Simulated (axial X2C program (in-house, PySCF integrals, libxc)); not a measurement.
**MnS⁺: from the spin-free to the two-component result**

Calculated with an axial X2C code built on PySCF integrals. Spin-free means the one-electron spin-free X2C Hamiltonian; two-component (2c) means X2C with spin–orbit coupling and atomic mean-field two-electron Coulomb and Gaunt terms, so the difference of the two also holds small scalar two-electron terms. Basis: Mn dyall-cv3z [9s10p6d3f2g], S dyall-av3z [9s8p3d2f] (cores contracted in-house); Gaussian nuclei, density fitting, unrestricted open shells. Masses: Mn 54.938 u, S 31.972 u.

Spin-free state: M_S = 2, Λ = 1 (beyond evenly filled blocks: σα, π+α, δ+α, δ-α); fragments Mn+ + S.

```
  level  Re (Å)  ωe (cm⁻¹)  De (eV)  μ (D)
   PBE0   2.144      417.5    2.174  -5.03
   CCSD   2.214      398.7    1.747    n/a
CCSD(T)   2.208      400.0    1.876    n/a
    LDA   2.005      487.9    3.762  -3.53
```

Correlated methods: 12 electrons correlated (number of frozen shells: Mn 3 s, 2 p; S 2 s, 1 p), 262 virtual spin orbitals or spinors in MP2, 90 natural virtuals in coupled cluster.

Dipoles are positive if S is the positive end and refer to the centre of mass.

Two-component determinant lowest at the distance of the search:

Ω = 1 (⟨Sz⟩ = 2.00, ⟨Lz⟩ = -1.00 at HF); fragments Mn+ + S.

```json
{"level": "PBE0", "Re (Å)": "2.144", "ωe (cm⁻¹)": "417.5", "De (eV)": "2.199", "μ (D)": "-5.02"}
{"level": "CCSD", "Re (Å)": "2.214", "ωe (cm⁻¹)": "398.7", "De (eV)": "1.756", "μ (D)": "n/a"}
{"level": "CCSD(T)", "Re (Å)": "2.208", "ωe (cm⁻¹)": "400.0", "De (eV)": "1.876", "μ (D)": "n/a"}
{"level": "LDA", "Re (Å)": "2.005", "ωe (cm⁻¹)": "487.9", "De (eV)": "3.775", "μ (D)": "-3.52"}
```

Q: From the two tables, how do the constants change at the CCSD(T) level (2c against spin-free)?

A: At the CCSD(T) level Re is unchanged within 0.001 Å and ωe doesn't move by more than 0.2 cm⁻¹; De changes by 0.000 eV.

One determinant describes the state; a PBE0 search over occupations chose it and may have missed a lower one. Dissociation energies refer to the lowest single-determinant-based atoms at the same level and basis. Density functionals use the spin component along the axis (collinear). CCSD and (T) use frozen natural virtuals with an MP2 correction for the truncation; (T) itself is uncorrected, so its De runs slightly low. The 2c atoms are single determinants rather than J levels; their spin–orbit lowering is only partly caught, and De is too large by that part. This holds for PBE0. Other states lie close and PBE0, whose exact exchange favours high spin, may order them wrongly; the determinant shown need not be the ground state. The nearest other spin-free determinant of the search, M_S = 3, Λ = 1, lies 0.34 eV up at the distance of the search. Without a current term, density functionals place determinants with orbital angular momentum somewhat too high. With several unpaired electrons one determinant need not be a pure state. Open-shell Ω = 0 determinants with evenly filled partner blocks cannot be reached by this program, so the Ω shown need not be the lowest component. The determinant is spin-polarised beyond a pure state at some levels (its spin-free form has ⟨S²⟩ too high), which makes Re and μ there less reliable.
